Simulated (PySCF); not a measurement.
CH2Li2, SMILES [Li][CH2][Li]. Atoms are numbered in the order given.

```xyz
5

C      0.0000     0.0000    -0.3338
H      0.0000     0.8865    -0.9947
H      0.0000    -0.8865    -0.9947
Li    -1.6603     0.0000     0.6653
Li     1.6603     0.0000     0.6653
```
Charge 0, spin multiplicity 1.

Coordinates come from a r2SCAN-D4/def2-TZVPD optimisation.

Calculation: PBE/pcJ-1 in PySCF.

Isotropic couplings with Fermi-contact, spin-dipole and both spin-orbit terms, one fixed conformer, no vibrational averaging. Isotopes: 13C, 1H.

Computed spin–spin coupling constants:
| pair | bonds apart | J (Hz) |
|---|---|---|
| C1–H2 | 1 | 99.9 |
| C1–H3 | 1 | 99.9 |
| H2–H3 | 2 | -8.0 |
